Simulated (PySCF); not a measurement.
SMILES CC(CCl)(C)C, GFN2-xTB optimised geometry. Atoms within 1.6 Å of the plane z = 0.6 Å (x, y, z in Å): C1 (1.37, -0.11, 0.00), C2 (-0.16, -0.11, 0.00), C3 (-0.67, -0.85, 1.24), C4 (-0.67, 1.33, 0.00), H7 (1.76, -1.13, 0.00), H8 (1.74, 0.40, 0.89), H9 (1.76, 0.41, -0.87), H10 (-0.30, -1.87, 1.25), H11 (-0.34, -0.35, 2.14), H12 (-1.76, -0.87, 1.24), H13 (-0.30, 1.87, -0.87), H14 (-0.34, 1.85, 0.90), H15 (-1.76, 1.35, -0.02).

Method: PBE/def2-SVP (PySCF).

Map of the electrostatic potential (hartree/e), clipped to [-0.08, 0.12] on the plane z = 0.6 Å:

```
|111111111111111111111111111|
|111111111111111111111111111|
|111111111111111111111111111|
|111111111111111111111111111|
|011111111122322111111111111|
|001111111247863211111111111|
|001111222599996211111111111|
|001112356999998321111111111|
|001113699999998322222111111|
|000113699999997333443211111|
|000012468999997557997321111|
|000001234899999899999521111|
|000000123699999999999621111|
|000000124799999999999521111|
|000001246999999999999421111|
|000002579999999999997321111|
|000002599999999789997321111|
|000001468999996446997321111|
|000000124799984334775321111|
|000000012358984323443221111|
|000000001236864222222221111|
|000000001123443222222211111|
|000000001112332222221111111|
|000000001111222221111111111|
|000000001111111111111111111|
|000000001111111111111111111|
|000000011111111111111111111|
```
Scale: ten equal steps from -0.017 (start of '0') to 0.120 (end of '9'), in the order '0123456789'; x runs from -4.00 to 4.00, y from -4.00 (bottom) to 4.00 (top).
